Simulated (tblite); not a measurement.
C2H8Cl2OSi2.
Numbering: `[OH:1][Si@H:2]([CH2:3][Cl:4])[SiH2:5][CH2:6][Cl:7]` (hydrogens: H8 on O1; H9 on Si2; H10, H11 on C3; H12, H13 on Si5; H14, H15 on C6)

The geometry is computed with GFN2-xTB (gas phase).

(1) What internal coordinates does the optimisation give?

Answers

(1) 
```
   bond  length (Å)   order
 O1–Si2       1.624  single
 Si2–C3       1.922  single
 C3–Cl4       1.790  single
Si2–Si5       2.307  single
 Si5–C6       1.918  single
 C6–Cl7       1.786  single
  O1–H8       0.956  single
 Si2–H9       1.472  single
 C3–H10       1.088  single
 C3–H11       1.086  single
Si5–H12       1.471  single
Si5–H13       1.471  single
 C6–H14       1.086  single
 C6–H15       1.087  single
```

Orders are formal, as drawn. A selection of angles:
```
      angle  degrees
  Si2–O1–H8    121.6
  O1–Si2–C3    108.9
 O1–Si2–Si5    101.1
  O1–Si2–H9    110.0
 C3–Si2–Si5    113.3
  C3–Si2–H9    104.4
 Si5–Si2–H9    118.9
 Si2–C3–Cl4    108.9
 Si2–C3–H10    113.1
 Si2–C3–H11    113.3
 Cl4–C3–H10    106.2
 Cl4–C3–H11    106.6
 H10–C3–H11    108.3
 Si2–Si5–C6    109.5
Si2–Si5–H12    114.7
Si2–Si5–H13    115.9
 C6–Si5–H12    104.4
 C6–Si5–H13    104.9
H12–Si5–H13    106.4
 Si5–C6–Cl7    108.5
 Si5–C6–H14    112.9
 Si5–C6–H15    113.6
 Cl7–C6–H14    106.5
 Cl7–C6–H15    106.5
 H14–C6–H15    108.4
```

Torsions: O1–Si2–C3–Cl4 52° (synclinal); O1–Si2–Si5–C6 -172° (antiperiplanar); Si2–Si5–C6–Cl7 -56° (synclinal); H8–O1–Si2–C3 -46° (synclinal).

Si5 (SiH2 silicon) is distorted tetrahedral (angles from 104.4° to 115.9°). Si2 (oxygen-bound silicon) is distorted tetrahedral (angles from 101.1° to 118.9°). Of the pairs four or more bonds apart, Cl4···H8 is among the closest relative to their van der Waals radii: 2.99 Å, 101 % of the sum of Bondi's values.

Point group: C1 (no symmetry element, even within 0.4 Å). Its GFN2-xTB frequencies are all real (lowest 20 cm⁻¹). The numbers are those of one conformer (H–O1–Si2–C3 -46°, O1–Si2–C3–Cl4 52°, O1–Si2–Si5–C6 -172°, Si2–Si5–C6–Cl7 -56°). 3 starts were optimised and ended at 0.00, 0.00 and 0.24 kcal/mol (GFN2-xTB); the lowest of these is shown.
